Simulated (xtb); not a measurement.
xtb job for HO2, SMILES [O]O, multiplicity 2, GFN2-xTB. 

```
$ xtb mol.xyz --gfn 2 --ohess tight --chrg 0 --uhf 1 --json
$ cat mol.xyz
3

O     -0.12040000     0.42010000     0.02110000
O      1.01080000    -0.19720000    -0.00340000
H     -0.86910000    -0.26040000    -0.07450000
```

Log of the run:

```
[banner left out]
          |                Calculation Setup                |
           -------------------------------------------------



           -------------------------------------------------
          |                 G F N 2 - x T B                 |
           -------------------------------------------------

        Reference                      10.1021/acs.jctc.8b01176
      * Hamiltonian:
        H0-scaling (s, p, d)           1.850000    2.230000    2.230000
        zeta-weighting                 0.500000
      * Dispersion:
        s8                             2.700000
        a1                             0.520000
        a2                             5.000000
        s9                             5.000000
      * Repulsion:
        kExp                           1.500000    1.000000
        rExp                           1.000000
      * Coulomb:
        alpha                          2.000000
        third order                    shell-resolved
        anisotropic                    true
        a3                             3.000000
        a5                             4.000000
        cn-shift                       1.200000
        cn-exp                         4.000000
        max-rad                        5.000000


          ...................................................
          :                      SETUP                      :
          :.................................................:
          :  # basis functions                   9          :
          :  # atomic orbitals                   9          :
          :  # shells                            5          :
          :  # electrons                        13          :
          :  max. iterations                   250          :
          :  Hamiltonian                  GFN2-xTB          :
          :  restarted?                      false          :
          :  GBSA solvation                  false          :
          :  PC potential                    false          :
          :  electronic temp.          300.0000000     K    :
          :  accuracy                    1.0000000          :
          :  -> integral cutoff          0.2500000E+02      :
          :  -> integral neglect         0.1000000E-07      :
          :  -> SCF convergence          0.1000000E-05 Eh   :
          :  -> wf. convergence          0.1000000E-03 e    :
          :  Broyden damping             0.4000000          :
          :  net charge                          0          :
          :  unpaired electrons                  1          :
          ...................................................

 iter      E             dE          RMSdq      gap      omega  full diag
   1     -8.4623147 -0.846231E+01  0.520E+00   10.72       0.0  T
   2     -8.4719430 -0.962834E-02  0.320E+00   10.47       1.0  T
   3     -8.4722433 -0.300263E-03  0.125E+00   10.48       1.0  T
   4     -8.4723395 -0.962161E-04  0.149E-01   10.45       1.0  T
   5     -8.4723509 -0.114428E-04  0.500E-02   10.48       1.2  T
   6     -8.4723523 -0.142181E-05  0.324E-02   10.48       1.8  T
   7     -8.4723536 -0.126592E-05  0.663E-03   10.48       8.7  T
   8     -8.4723536 -0.156203E-07  0.225E-03   10.48      25.6  T
   9     -8.4723536 -0.660044E-08  0.368E-04   10.48     157.1  T
  10     -8.4723536 -0.849276E-10  0.252E-05   10.48    2287.3  T

   *** convergence criteria satisfied after 10 iterations ***

         #    Occupation            Energy/Eh            Energy/eV
      -------------------------------------------------------------
         1        2.0000           -0.7783914             -21.1811
         2        2.0000           -0.7182551             -19.5447
         3        2.0000           -0.6548049             -17.8181
         4        2.0000           -0.6059214             -16.4880
         5        2.0000           -0.6028722             -16.4050
         6        2.0000           -0.4590247             -12.4907
         7        1.0000           -0.4235955             -11.5266 (HOMO)
         8                         -0.0385093              -1.0479 (LUMO)
         9                          0.0527928               1.4366
      -------------------------------------------------------------
                  HL-Gap            0.3850862 Eh           10.4787 eV
             Fermi-level           -0.3361813 Eh           -9.1480 eV

 SCC (total)                   0 d,  0 h,  0 min,  0.002 sec
 SCC setup                      ...        0 min,  0.000 sec (  5.696%)
 Dispersion                     ...        0 min,  0.000 sec (  1.430%)
 classical contributions        ...        0 min,  0.000 sec (  0.983%)
 integral evaluation            ...        0 min,  0.000 sec ( 10.891%)
 iterations                     ...        0 min,  0.001 sec ( 60.147%)
 molecular gradient             ...        0 min,  0.000 sec ( 13.868%)
 printout                       ...        0 min,  0.000 sec (  6.336%)

[...]

    * Orbital Energies and Occupations

         #    Occupation            Energy/Eh            Energy/eV
      -------------------------------------------------------------
         1        2.0000           -0.7786466             -21.1881
         2        2.0000           -0.7190178             -19.5655
         3        2.0000           -0.6553265             -17.8323
         4        2.0000           -0.6047634             -16.4564
         5        2.0000           -0.6041419             -16.4395
         6        2.0000           -0.4617815             -12.5657
         7        1.0000           -0.4278810             -11.6432 (HOMO)
         8                         -0.0407054              -1.1076 (LUMO)
         9                          0.0800563               2.1784
      -------------------------------------------------------------
                  HL-Gap            0.3871757 Eh           10.5356 eV
             Fermi-level           -0.3395622 Eh           -9.2400 eV

     #   Z          covCN         q      C6AA      α(0)
     1   8 O        1.775    -0.121    16.127     5.423
     2   8 O        0.972    -0.216    18.283     5.735
     3   1 H        0.802     0.337     0.620     1.237

 Mol. C6AA /au·bohr⁶  :         82.176542
 Mol. C8AA /au·bohr⁸  :       1594.941897
 Mol. α(0) /au        :         12.394771


Wiberg/Mayer (AO) data.
largest (>0.10) Wiberg bond orders for each atom

 ---------------------------------------------------------------------------
     #   Z sym  total        # sym  WBO       # sym  WBO       # sym  WBO
 ---------------------------------------------------------------------------
     1   8 O    2.311 --     2 O    1.443     3 H    0.867
     2   8 O    1.463 --     1 O    1.443
     3   1 H    0.886 --     1 O    0.867
 ---------------------------------------------------------------------------

Topologies differ in total number of bonds
Writing topology from bond orders to xtbtopo.mol

molecular dipole:
                 x           y           z       tot (Debye)
 q only:       -0.924      -0.174      -0.050
   full:       -1.133      -0.304      -0.070       2.987
molecular quadrupole (traceless):
                xx          xy          yy          xz          yz          zz
 q only:        0.092       0.660      -0.073       0.119       0.027      -0.019
  q+dip:       -0.691       1.692       0.036       0.185       0.011       0.655
   full:       -0.443       1.286      -0.321       0.148      -0.051       0.764

           -------------------------------------------------
          |                Geometry Summary                 |
Molecule has the following symmetry elements: (sigma)
It seems to be the Cs point group
           -------------------------------------------------

      molecular mass/u    :       33.0067506
   center of mass at/Å    :        0.3973746       0.0964182       0.0056616
  moments of inertia/u·Å² :        0.7951325E+00   0.1452706E+02   0.1532219E+02
rotational constants/cm⁻¹ :        0.2120103E+02   0.1160430E+01   0.1100210E+01

 * 2 selected distances

     #   Z          #   Z                                           value/Å
     1   8 O        2   8 O                                       1.3022329 (max)
     1   8 O        3   1 H                                       0.9839509 (min)

 * 2 distinct bonds (by element types)

   Z      Z             #   av. dist./Å        max./Å        min./Å
   1 H    8 O           1     0.9839509     0.9839509     0.9839509
   8 O    8 O           1     1.3022329     1.3022329     1.3022329

           -------------------------------------------------
          |               Frequency Printout                |
           -------------------------------------------------
 projected vibrational frequencies (cm⁻¹)
eigval :       -0.00    -0.00    -0.00     0.00     0.00     0.00
eigval :     1280.73  1326.23  3218.66
 reduced masses (amu)
   1: 15.74   2: 15.91   3: 15.98   4: 14.11   5: 15.67   6:  1.02   7: 13.30   8:  5.42
   9:  1.88
 IR intensities (km·mol⁻¹)
   1:  1.68   2:  9.49   3:  2.73   4: 15.45   5:  1.75   6:203.82   7: 37.81   8: 47.02
   9: 27.66
 Raman intensities (Ä⁴*amu⁻¹)
   1:  0.00   2:  0.00   3:  0.00   4:  0.00   5:  0.00   6:  0.00   7:  0.00   8:  0.00
   9:  0.00
 output can be read by thermo (or use thermo option).
 writing <g98.out> molden fake output.
 recommended (thermochemical) frequency scaling factor: 1.0
           -------------------------------------------------
          |             Thermodynamic Functions             |
           -------------------------------------------------

cs  symmetry found (for desy threshold:  0.10E+00) used in thermo

          ...................................................
          :                      SETUP                      :
          :.................................................:
          :  # frequencies                           3      :
          :  # imaginary freq.                       0      :
          :  linear?                             false      :
          :  only rotor calc.                    false      :
          :  symmetry                               cs      :
          :  rotational number                       1      :
          :  scaling factor                  1.0000000      :
          :  rotor cutoff                   50.0000000 cm⁻¹ :
          :  imag. cutoff                  -20.0000000 cm⁻¹ :
          :.................................................:

    mode    ω/cm⁻¹     T·S(HO)/kcal·mol⁻¹    T·S(FR)/kcal·mol⁻¹   T·S(vib)
   ------------------------------------------------------------------------
   ------------------------------------------------------------------------

   temp. (K)  partition function   enthalpy   heat capacity  entropy
                                   cal/mol     cal/K/mol   cal/K/mol   J/K/mol
 298.15  VIB   1.00                   13.907      0.294      0.054
         ROT  0.102E+04              888.752      2.981     16.740
         INT  0.102E+04              902.660      3.274     16.795
         TR   0.183E+27             1481.254      4.968     36.397
         TOT                        2383.9137     8.2426    53.1920   222.5551

       T/K    H(0)-H(T)+PV         H(T)/Eh          T*S/Eh         G(T)/Eh
   ------------------------------------------------------------------------
    298.15    0.379901E-02    0.170707E-01    0.252732E-01   -0.820247E-02
   ------------------------------------------------------------------------

         :::::::::::::::::::::::::::::::::::::::::::::::::::::
         ::                  THERMODYNAMIC                  ::
         :::::::::::::::::::::::::::::::::::::::::::::::::::::
         :: total free energy          -8.467830724726 Eh   ::
Note: The following floating-point exceptions are signalling: IEEE_DENORMAL
normal termination of xtb
         ::.................................................::
         :: total energy               -8.459628250511 Eh   ::
         :: zero point energy           0.013271729789 Eh   ::
         :: G(RRHO) w/o ZPVE           -0.021474204004 Eh   ::
         :: G(RRHO) contrib.           -0.008202474215 Eh   ::
         :::::::::::::::::::::::::::::::::::::::::::::::::::::

optimized geometry written to: xtbopt.xyz


           -------------------------------------------------
          | TOTAL ENERGY               -8.459628250511 Eh   |
          | TOTAL ENTHALPY             -8.442557512474 Eh   |
          | TOTAL FREE ENERGY          -8.467830724726 Eh   |
          | GRADIENT NORM               0.000165909097 Eh/α |
          | HOMO-LUMO GAP              10.535585875331 eV   |
           -------------------------------------------------

------------------------------------------------------------------------
------------------------------------------------------------------------
 total:
 SCF:
 ANC optimizer:
 analytical hessian:
```

Self-consistency was reached.

Cost: around 0.06 core-seconds (rough).
